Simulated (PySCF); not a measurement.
Te(H)(tBu) (C4H10Te), SMILES CC(C)(C)[TeH].

Coordinates come from a PBE-D3(BJ)/def2-SVP optimisation. The def2 effective core potentials stand for the cores of Te; spin–orbit coupling is left out.

Computed with PySCF with TDA-LC-ωPBE/def2-SVPD.

Vertical excitations. Isolated molecule, no solvent. State labels are in the subgroup Cs.

Task: Give excitation energies, oscillator strengths and character. (Estimate from the structure and the level; the computed values follow.)

Result: 
| state | symmetry | energy (eV) | λ (nm) | f | main pairs |
|---|---|---|---|---|---|
| S1 | A" | 3.79 | 327 | 0.000 | HOMO→LUMO 77 %, HOMO→LUMO+1 13 % |
| S2 | A" | 5.24 | 237 | 0.012 | HOMO→LUMO+1 66 %, HOMO→LUMO+5 16 % |
| S3 | A' | 6.53 | 190 | 0.159 | HOMO−1→LUMO 59 %, HOMO−1→LUMO+1 25 % |
| S4 | A" | 6.66 | 186 | 0.092 | HOMO→LUMO+2 63 %, HOMO→LUMO+5 21 % |
| S5 | A" | 6.80 | 182 | 0.179 | HOMO→LUMO+5 53 %, HOMO→LUMO+2 31 % |
| S6 | A' | 6.95 | 178 | 0.091 | HOMO→LUMO+3 91 % |
| S7 | A" | 7.24 | 171 | 0.022 | HOMO→LUMO+4 78 %, HOMO→LUMO 12 % |
| S8 | A' | 7.44 | 167 | 0.262 | HOMO−1→LUMO+1 44 %, HOMO−1→LUMO+5 15 %, HOMO−2→LUMO 13 %, HOMO−1→LUMO 11 % |
| S9 | A' | 7.67 | 162 | 0.134 | HOMO→LUMO+9 47 %, HOMO→LUMO+6 12 %, HOMO−1→LUMO 10 %, HOMO→LUMO+13 9 % |
| S10 | A" | 7.95 | 156 | 0.001 | HOMO→LUMO+7 39 %, HOMO→LUMO+11 21 %, HOMO→LUMO+10 12 %, HOMO→LUMO+14 10 % |
| T1 | A" | 3.22 | 385 | 0 | HOMO→LUMO 75 %, HOMO→LUMO+1 12 % |
| T2 | A" | 4.51 | 275 | 0 | HOMO→LUMO+1 47 %, HOMO→LUMO+5 39 % |
| T3 | A' | 4.73 | 262 | 0 | HOMO−1→LUMO 73 % |
| T4 | A" | 6.01 | 206 | 0 | HOMO→LUMO+5 45 %, HOMO→LUMO+1 29 %, HOMO→LUMO+8 10 % |
Triplets are in the Tamm–Dancoff approximation.
